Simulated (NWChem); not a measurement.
TeClF; SMILES Cl[Te]F

Results from NWChem. Coordinates come from a PBE0/def2-SVP optimisation. def2 effective core potentials on Te; no spin-orbit coupling. Ions are spin-unrestricted doublets at the neutral geometry; other ion states weren't tried. Functional: LC-ωPBE (HJS hole) with def2-SVP; the question gives the range parameter ω in 1/bohr.

Problem. Estimate the computed values for range parameter (1/bohr) 0.30. Quantities: vertical ionisation energy, ΔSCF (eV); −ε(HOMO) (eV).

Solution. 
```yaml
vertical ionisation energy, ΔSCF (eV): 9.08
"−ε(HOMO) (eV)": 8.73
```
